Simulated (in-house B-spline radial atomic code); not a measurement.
**How G0W0 and RPA depend on the start: the technetium ion Tc²⁺**

Configuration [Kr] 4d5, highest spin. Computed with an all-electron radial atomic-structure program (B-spline basis): all electrons, scalar-relativistic (spin-free one-electron X2C), finite nucleus, each spin shell either full or empty, empty states to l = 9 with an (l + 1/2)⁻⁴ tail; G0W0 by contour deformation at full frequency.

| start | mean-field 4d up (eV) | G0W0 (eV) | QP weight | RPA correlation (Eh) |
| --- | --- | --- | --- | --- |
| Hartree-Fock | -30.01 | -30.35 | 0.959 | -2.8311 |
| LDA VWN5 | -23.909 | -30.10 | 0.812 | -3.0902 |
| PBE | -23.817 | -30.02 | 0.794 | -3.0849 |
| PBE0 | -25.549 | -29.992 | 0.918 | -3.0134 |
| HSE06 | -25.125 | -29.948 | 0.900 | -3.02 |
| B3LYP (VWN-RPA) | -25.052 | -29.986 | 0.898 | -3.0295 |
| BHandHLYP | -26.971 | -30.14 | 0.940 | -2.9497 |
| CAM-B3LYP | -26.814 | -30.20 | 0.937 | -2.9975 |
| LC-wPBE | -28.337 | ? | ? | ? |
| wB97X | -27.701 | ? | ? | ? |
| PBEsol | -23.799 | -30.05 | 0.796 | -3.0865 |
| BLYP | -23.493 | -30.00 | 0.842 | -3.0873 |
| r2SCAN0 | -25.806 | -29.978 | 0.927 | -2.9827 |
| LDA exchange-only | -22.865 | -30.15 | 0.866 | -3.0898 |

Problem. What G0W0 level, weight and RPA correlation energy follow from the LC-wPBE start?

Solution. G0W0 level -30.23 eV, weight 0.949, RPA correlation -2.9937 hartree.

Problem. What G0W0 level, weight and RPA correlation energy follow from the wB97X start?

Solution. G0W0 level -30.13 eV, weight 0.947, RPA correlation -2.9812 hartree.

Problem. How much of the dependence on the start does G0W0 remove?

Solution. The mean-field levels span 7.14 eV and the G0W0 levels 0.398 eV. Against 29.550 eV (NIST, semi-empirical) the G0W0 removal energies are off by +0.40 to +0.80 eV, with spin-orbit coupling, Breit and QED terms left out.
